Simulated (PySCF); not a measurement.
**Structure from 2D NMR**

Compound of formula C7H9NOSi. Correlations simulated from computed shifts and the bond graph:

HSQC (one-bond C–H):
```
  δH    δC
5.10  70.1
4.35  65.5
4.23  65.5
2.35  18.7
1.71  80.0
1.08  11.0
0.60  11.0
```

COSY cross peaks (H two or three bonds apart, from the bond graph; peaks can be absent where the dihedral angle is near 90°):
```
  δH    δH
5.10  2.35
4.62  4.27
4.62  2.35
4.62  1.08
4.62  0.60
4.35  4.23
4.35  1.08
4.35  0.60
4.27  2.35
4.27  1.08
4.27  0.60
4.23  1.08
4.23  0.60
1.08  0.60
```

HMBC (two and three bonds, from the bond graph):
```
  δH                             δC
5.10        120.4, 84.4, 65.5, 18.7
4.62   84.4, 70.1, 65.5, 18.7, 11.0
4.35                     70.1, 11.0
4.27   84.4, 70.1, 65.5, 18.7, 11.0
4.23                     70.1, 11.0
2.35  120.4, 84.4, 80.0, 70.1, 11.0
1.71                     84.4, 18.7
1.08                     65.5, 18.7
0.60                     65.5, 18.7
```

Carbons without hydrogens: δ 120.4, 84.4.

Method: GFN2-xTB geometry, shielding tensors at PBE0/pcSseg-1 (GIAO), in PySCF 2.14.0 with density-fitted response routines (one computed conformer, no solvent model, no relativistic terms).

Referencing at the same level of theory: TMS for $^{1}$H (31.72 ppm) and $^{13}$C (186.93 ppm).

Exchangeable hydrogens are left out of these lists.

Question: Work out the connectivity.

Answer: `C#C[C@@H]1[SiH2]CCO[C@@H]1C#N`.

Atoms are numbered as in `[CH:1]#[C:2][C@@H:3]1[SiH2:4][CH2:5][CH2:6][O:7][C@@H:8]1[C:9]#[N:10]`. Hydrogens are named by the atom that carries them. Ha(Si4), Ha(C5), Ha(C6) are cis to C2 on the ring; Hb(Si4), Hb(C5), Hb(C6) are trans to C2 on the ring.

1. δC 120.4 is C9, a nitrile carbon.
2. δC 84.4 is C2, an alkyne carbon.
3. δC 80.0 is C1, a terminal alkyne carbon (δH 1.71).
4. δC 70.1 is C8, an sp3 CH bonded to O, α to a nitrile (δH 5.10).
5. δC 65.5 is C6, an sp3 CH2 bonded to O (δH 4.35, 4.23).
6. δC 18.7 is C3, a propargylic sp3 CH bonded to Si (δH 2.35).
7. δC 11.0 is C5, an sp3 CH2 bonded to Si (δH 0.60, 1.08).
8. HMBC from δH 5.10 reaches the proton-free carbons C9, C2.
9. HMBC from δH 4.62 reaches the proton-free carbon C2.
10. HMBC from δH 4.27 reaches the proton-free carbon C2.
11. HMBC from δH 2.35 reaches the proton-free carbons C9, C2.
12. COSY links 5.10–2.35, 4.62–4.27, 4.62–2.35, 4.62–1.08, 4.62–0.60, 4.35–4.23.

The data come from this structure; uniqueness wasn't tested.

Shifts are as computed. Against solution values, carbons near 30 ppm lie about +3 ppm off and those near 130 ppm about +5 ppm. Of 1211 compounds with measured shifts, 218 miss one by over three times the rms of a fit or turn the order of signals round; such compounds aren't used in these exercises.
